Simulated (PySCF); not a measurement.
cyclopropene (C₃H₄), singlet, geometry from GFN2-xTB. Base run: PBE/6-31G* (PySCF).

Input for PySCF:
```python
from pyscf import gto, scf, dft

mol = gto.M(
    atom='''
C    -0.02398035   -0.00988421    0.85291858
C     0.01415246   -0.64253561   -0.50675464
C     0.01392072    0.65410679   -0.49173477
H     0.86570208   -0.01692030    1.47406113
H    -0.94715748   -0.01665393    1.42309451
H     0.02873121   -1.56595013   -1.03014057
H     0.02816727    1.58940251   -0.99359004
''',
    basis='6-31g*',
    verbose=4,
)

mf = dft.RKS(mol)
mf.xc = 'pbe'
mf.kernel()
mo_i, mo_e, stable_i, stable_e = mf.stability(internal=True, external=True, return_status=True, nroots=6, tol=1e-6)
print('internally stable:', stable_i, ' externally stable:', stable_e)
if not stable_e:
    umf = mf.to_uhf() if not hasattr(mf, 'xc') else mf.to_uks()
    umf.scf_summary = {}
    umf.kernel(umf.make_rdm1(mo_e, umf.mo_occ))
```

The bond that is stretched is that between atoms 4 and 1. A test that says stable can miss a lower solution.

Each row names what was changed in the base input (with any setting that the change needs).

```tsv
change	ΔE vs base (mEh)	<S^2>	HOMO-LUMO gap (eV)	stability test says	outcome
base	0.000	0.000	5.28	stable	converged
bond × 1.25	22.473	0.000	5.14	stable	converged
bond × 1.5	62.993	0.000	4.84	stable	converged
bond × 1.8	106.6	0.000	3.87	stable	converged
bond × 2.2	149.3	0.000	2.25	external instability	converged
bond × 3.0	-	-	-	-	not converged
```

Where a bond breaks into two radicals, a solution with restricted orbitals usually stops being the lowest and lies too high; an unrestricted one lies lower at the price of spin contamination, which <S^2> shows.
